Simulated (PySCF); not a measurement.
wB97X-V on La(2+) (lanthanum, charge +2)

Configuration: [Xe] 6p1, 2P determinant (an excited configuration). Calculation: PySCF 2.14, in x2c-TZVPPall (11s7p7d3f1g, 97 functions); the spin-free X2C one-electron Hamiltonian (Gaussian nucleus).

```json
{
  "Total energy": "-8491.36 hartree",
  "One-electron energy": "-11541.11 hartree",
  "Hartree (Coulomb) energy": "3254.79 hartree",
  "Exchange-correlation energy": "-205.05 hartree",
  "⟨S²⟩": "0.7500",
  "⟨L²⟩": "2.003",
  "Sum of ⟨r⟩": "36.95 bohr",
  "Sum of ⟨r²⟩": "60.93 bohr²",
  "Traceless quadrupole moment −½Σ⟨3z² − r²⟩ along its main axis": "-8.76 e·bohr²",
  "Langevin diamagnetic susceptibility": "-48.3 ×10⁻⁶ cm³/mol",
  "Time after the integrals": "of the order of 14 core-seconds"
}
```

```
shell  electrons  mean orbital energy (hartree)  spread (hartree)  rms radius, mean of both spins (bohr)
 1s α          1                    -1424.41096                 0                                 0.0286
 1s β          1                    -1424.41054                 0                                 0.0286
 2s α          1                     -228.10420                 0                                  0.116
 2s β          1                     -228.10398                 0                                  0.116
 2p α          3                     -204.67678           0.00046                                  0.104
 2p β          3                     -204.67639           0.00112                                  0.104
 3s α          1                      -49.67438                 0                                  0.304
 3s β          1                      -49.67400                 0                                  0.304
 3p α          3                      -42.14419           0.00166                                  0.304
 3p β          3                      -42.14372           0.00242                                  0.304
 3d α          5                      -31.22830           0.00168                                  0.282
 3d β          5                      -31.22794           0.00215                                  0.282
 4s α          1                      -10.75232                 0                                  0.695
 4s β          1                      -10.75149                 0                                  0.695
 4p α          3                       -8.28066           0.00315                                  0.738
 4p β          3                       -8.27977           0.00459                                  0.738
 4d α          5                       -4.65433           0.00357                                  0.826
 4d β          5                       -4.65341           0.00482                                  0.826
 5s α          1                       -2.22856                 0                                   1.64
 5s β          1                       -2.22555                 0                                   1.64
 5p α          3                       -1.56052           0.00719                                   1.87
 5p β          3                       -1.55778           0.01243                                   1.87
 6p α          1                       -0.49686                 0                                   4.68
```

Spin-orbit coupling, absent here, splits the open shell strongly.

Densities and radii are taken from the X2C orbitals without a picture-change correction, which distorts them close to the nucleus.
